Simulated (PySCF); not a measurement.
Computed shifts of a molecule C2H7BOS, PBE0/pcSseg-1 run with PySCF, GIAO, gas phase, atoms alike by connectivity averaged where their shifts nearly agree, in ppm (number of nuclei): ¹³C: 57.6 (1), 10.3 (1). ¹H: 4.05 (3), 2.21 (1), 0.88 (3). References: ¹¹B against BF3 (σ = 88.8 ppm); ¹³C against TMS (σ = 186.3 ppm); ¹H against TMS (σ = 31.56 ppm); ¹⁷O against H2O (σ = 334.2 ppm); ³³S against H2S (σ = 716.7 ppm), references at their B3LYP-D3(BJ)/def2-TZVP geometries, non-relativistic. Coordinates come from a B3LYP-D3(BJ)/def2-SVP optimisation. Other conformers were not sampled.

Problem. Which molecule gave these data?
A. CSB(C)O
B. COBSC
C. COB(C)S

Solution. C, COB(C)S
